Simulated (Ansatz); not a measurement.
`C=C[Si@@H](Cl)C[Si@@H](Cl)C=C`, charge 0, multiplicity 1.

(1) Give a relaxed structure at PBE0-D4/def2-TZVP (Ansatz). (Estimate.)

Results:

(1) Computed: 
Z-matrix (Å, degrees):
```
Si
C 1 1.851
C 1 1.863 2 113.6
Cl 1 2.072 2 107.8 3 119.2
H 1 1.480 2 111.1 3 -125.8
C 2 1.330 1 124.3 3 -7.0
H 2 1.089 1 117.5 3 173.6
Si 3 1.861 1 117.8 2 -62.5
H 3 1.096 1 105.8 2 176.3
H 3 1.096 1 108.9 2 61.8
H 6 1.086 2 122.2 1 0.5
H 6 1.086 2 122.1 1 -179.6
Cl 8 2.067 3 109.9 1 -37.3
C 8 1.853 3 112.2 1 -157.4
H 8 1.484 3 110.9 1 79.1
C 14 1.330 8 123.8 3 -5.5
H 14 1.089 8 117.8 3 175.4
H 16 1.086 14 122.1 8 0.9
H 16 1.086 14 122.1 8 -179.1
```
This is one stationary point; other conformers may exist.
